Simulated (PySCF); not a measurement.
H₆Te, SMILES [TeH6].

The structure is a stationary point at B3LYP-D3(BJ)/def2-TZVP. The def2 effective core potentials stand for the cores of Te; spin–orbit coupling is left out.

All values below come from TDA-LC-ωPBE/def2-TZVPD (PySCF).

Vertical excitations; the highest root listed may be one member of a degenerate set. The molecule is in vacuum. State labels are in the subgroup D2h.

```tsv
state	symmetry	energy (eV)	λ (nm)	f	main pairs
S1	Ag	4.94	251	0.000	HOMO−1→LUMO, HOMO→LUMO (degenerate set)
S2	Ag	4.94	251	0.000	HOMO→LUMO, HOMO−1→LUMO (degenerate set)
S3	B1u	7.22	172	0.237	HOMO−1→LUMO+1, HOMO→LUMO+1 (degenerate set)
S4	B3u	7.22	172	0.237	HOMO−1→LUMO+3 (degenerate set)
S5	B2u	7.22	172	0.237	HOMO→LUMO+2 (degenerate set)
S6	B2u	7.36	168	0.000	HOMO−1→LUMO+2, HOMO−1→LUMO+8 (degenerate set)
S7	B3u	7.36	168	0.000	HOMO→LUMO+3, HOMO→LUMO+9 (degenerate set)
S8	B1u	7.36	168	0.000	HOMO→LUMO+1, HOMO−1→LUMO+1, HOMO→LUMO+7 (degenerate set)
S9	B3g	7.42	167	0.000	HOMO→LUMO+6 (degenerate set)
S10	B1g	7.42	167	0.000	HOMO→LUMO+4, HOMO−1→LUMO+4 (degenerate set)
T1	Ag	3.72	334	0	HOMO−1→LUMO, HOMO→LUMO (degenerate set)
T2	Ag	3.72	334	0	HOMO→LUMO, HOMO−1→LUMO (degenerate set)
T3	B1u	6.34	195	0	HOMO−1→LUMO+7, HOMO−1→LUMO+1, HOMO→LUMO+7, HOMO→LUMO+1 (degenerate set)
T4	B3u	6.34	195	0	HOMO−1→LUMO+9, HOMO−1→LUMO+3, HOMO−2→LUMO (degenerate set)
```
Triplets are in the Tamm–Dancoff approximation.
